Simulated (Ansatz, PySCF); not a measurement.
Gas-phase reaction (SMILES): O[Si](O)(Br)Br + 3 [SiH4] (SiH4) → 2 O[SiH3] [hydroxysilane] + 2 [SiH3]Br [bromosilane]; bond separation energy.

Geometries: B3LYP-D3(BJ)/def2-TZVP minima from Ansatz (an electronic-structure program), one conformer each, not searched for the lowest. Valence correlation only, unless marked. No spin-orbit coupling. The frozen core is the preceding noble-gas configuration, with the filled d and f shells of earlier blocks. No relativistic terms. Basis-set limits of correlation are two-point, X^-3; Hartree-Fock from the larger set. [CCSD(T)-MP2]/basis is that difference in the basis named. Thermal terms are rigid-rotor harmonic-oscillator values from B3LYP-D3(BJ) frequencies (Ansatz or PySCF) at 298.15 K and 1 atm. 1 Eh = 627.5095 kcal/mol.

| species | E, RI-MP2/CBS(def2-TZVPPD,def2-QZVPPD)+[CCSD(T)-MP2]/def2-TZVPPD (Ansatz) (Eh) | E, PBE0-D4/def2-TZVPD (Ansatz + dftd4) (Eh) | H - E (Eh) | G - E (Eh) |
|---|---|---|---|---|
| O[Si](O)(Br)Br | -5586.19984 | -5588.87990 | 0.03940 | -0.00313 |
| O[SiH3] | -366.68743 | -366.99078 | 0.04319 | 0.01395 |
| [SiH3]Br | -2863.59532 | -2865.07468 | 0.03025 | 0.00042 |
| [SiH4] (SiH4) | -291.46147 | -291.75741 | 0.03520 | 0.01198 |

**Question.** Work out ΔE and ΔH, ΔG, ΔS and the equilibrium constant at 298.15 K at the first level, then ΔH at the second.

**Answer.** 
1. ΔE = [2×(-366.68743) + 2×(-2863.59532)] - [(-5586.19984) + 3×(-291.46147)] = 0.01875 Eh = 11.8 kcal/mol at RI-MP2/CBS(def2-TZVPPD,def2-QZVPPD)+[CCSD(T)-MP2]/def2-TZVPPD.
2. The terms H - E add up to 0.00188 Eh, so ΔH = (0.01875 + (0.00188))×627.5095 = 12.9 kcal/mol.
3. The terms G - E add up to -0.00407 Eh, so ΔG = 9.2 kcal/mol, and ΔS = (0.00188 - (-0.00407))×627509.5/298.15 = 12.5 cal/(mol K).
4. log10 K = -ΔG/(RT ln 10) = -6.7, with RT ln 10 = 1.3642 kcal/mol.
5. At PBE0-D4/def2-TZVPD the same steps give ΔE = 13.3 and ΔH = 14.5 kcal/mol, a shift of +1.6 from the first level.
6. These values are not checked against measurement here, since the tables used lack a sound gas-phase enthalpy of formation for at least one species.
